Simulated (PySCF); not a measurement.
# Working out the ionisation energy of Si²⁺

Si²⁺ [Ne] 3s2 (1S) → Si³⁺ [Ne] 3s1 (2S). Computed with PySCF 2.14 in x2c-TZVPPall with one added diffuse shell each of s, p, d type (6s6p4d1f, 51 functions), with scalar relativity by spin-free X2C-1e. Frozen: 1s2. Energies in hartree (1 hartree = 27.21139 eV):

| part | Si²⁺ (lower) | Si³⁺ (upper) |
| --- | --- | --- |
| UHF | -288.592504 | -287.414981 |
| MP2 opposite-spin | -0.139911 | -0.103883 |
| MP2 same-spin | -0.046427 | -0.042312 |

Task: What does Hartree-Fock give?

Result: (-287.414981) − (-288.592504) = 1.177523 hartree = 32.042 eV.

Task: What do MP2 and SCS-MP2 (6/5 opposite-spin, 1/3 same-spin) give?

Result: The opposite-spin parts differ by 0.980 eV and the same-spin parts by 0.112 eV. MP2: 32.042 + (0.980) + (0.112) = 33.134 eV. SCS-MP2: 32.042 + 1.2 × (0.980) + (0.112)/3 = 33.255 eV.

Measured between the centres of the two terms (NIST): 33.493 eV, so MP2 (valence and next inner shell) is off by -0.359 eV.

What remains against the reference includes basis incompleteness, the frozen core and correlation beyond second order.
